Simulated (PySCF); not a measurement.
C3H4FNSSi, SMILES Fc1scnc1[SiH3]. Atoms are numbered in the order given.

```xyz
11

F     -2.0408     0.0926     0.0000
C     -0.7452     0.3569     0.0000
S     -0.1928     1.9980     0.0000
C      1.4277     1.3682     0.0000
N      1.5275     0.0802     0.0000
C      0.2838    -0.5404     0.0000
Si     0.1635    -2.4142     0.0000
H      2.2815     2.0519     0.0000
H      0.8319    -2.9588    -1.2143
H     -1.2733    -2.8055     0.0000
H      0.8319    -2.9588     1.2143
```
Charge 0, spin multiplicity 1.

Coordinates come from a ωB97X-D3(BJ)/def2-SVP optimisation. This is a generated structure with no PubChem entry under its InChIKey; it may be hypothetical.

Two levels are set side by side: PBE/pcSseg-1 (PySCF) and HF/pcSseg-1 (PySCF). GIAO shifts against CFCl3 (¹⁹F), H2S (³³S), NH3 (¹⁵N), TMS (²⁹Si), TMS (¹H), TMS (¹³C) at the same level; non-relativistic, no solvent, atoms listed together averaged. Differences are taken from unrounded values.

```
quantity                        PBE
---------------------------  ------
δ(¹⁹F) of F1 (ppm)           -158.3
δ(¹³C) of C2 (ppm)            182.2
δ(³³S) of S3 (ppm)            471.0
δ(¹³C) of C4 (ppm)            143.3
δ(¹⁵N) of N5 (ppm)            378.0
δ(¹³C) of C6 (ppm)            131.1
δ(²⁹Si) of Si7 (ppm)          -87.9
δ(¹H) of H8 (ppm)              8.06
δ(¹H) of H9, H10, H11 (ppm)    4.83
```

**Question.** These are the PBE values. What does HF give? (An estimate is asked for; the answer gives what the named calculation found.)

**Answer.** 
```json
[
 {"quantity": "δ(¹⁹F) of F1 (ppm)", "HF": "-122.6", "PBE minus HF": "-35.7"},
 {"quantity": "δ(¹³C) of C2 (ppm)", "HF": "181.1", "PBE minus HF": "1.1"},
 {"quantity": "δ(³³S) of S3 (ppm)", "HF": "404.5", "PBE minus HF": "66.5"},
 {"quantity": "δ(¹³C) of C4 (ppm)", "HF": "158.4", "PBE minus HF": "-15.1"},
 {"quantity": "δ(¹⁵N) of N5 (ppm)", "HF": "393.2", "PBE minus HF": "-15.2"},
 {"quantity": "δ(¹³C) of C6 (ppm)", "HF": "135.0", "PBE minus HF": "-3.9"},
 {"quantity": "δ(²⁹Si) of Si7 (ppm)", "HF": "-74.1", "PBE minus HF": "-13.8"},
 {"quantity": "δ(¹H) of H8 (ppm)", "HF": "8.69", "PBE minus HF": "-0.63"},
 {"quantity": "δ(¹H) of H9, H10, H11 (ppm)", "HF": "4.63", "PBE minus HF": "0.20"}
]
```

Rough cost on one machine, each run with all the roots and properties that it gave: HF against PBE within a factor of 2.
